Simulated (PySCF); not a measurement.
Ionisation energy of Cs²⁵⁺ by level of theory

Cs²⁵⁺ [Ar] 3d10 4s2 → Cs²⁶⁺ [Ar] 3d10 4s1 [4s1/2^1, M_J = 1/2], as a difference of total energies. Computed with PySCF 2.14 in an even-tempered Gaussian basis (17 s from 1.9 bohr⁻², ratio 2.8; 13 p from 2.5 bohr⁻², ratio 2.8; 8 d from 4.5 bohr⁻², ratio 2.8; 4 f from 11 bohr⁻², ratio 3), with the two-component X2C-1e Hamiltonian. Correlated levels: [Ne] frozen; the 74 highest virtual spinors dropped. "Screened" scales the spin-orbit matrix elements by Boettger's factors to mimic the two-electron term; Breit and QED terms are absent.

```json
{"method": "GHF (spin-free)", "ionisation energy (eV)": "870.16"}
{"method": "GMP2 (spin-free)", "ionisation energy (eV)": "872.65"}
{"method": "GHF (screened spin-orbit)", "ionisation energy (eV)": "870.11"}
{"method": "GMP2 (screened spin-orbit)", "ionisation energy (eV)": "872.62"}
```

Task: How much does correlation contribute at GMP2 (screened spin-orbit)?

Result: 872.62 − (870.11) = 2.51 eV, measured against GHF (screened spin-orbit).

Breit and QED terms and the two-electron picture change are absent.

For comparison: 875 ± 4 eV (theoretical estimate listed by NIST; NIST Atomic Spectra Database, ionization energies).
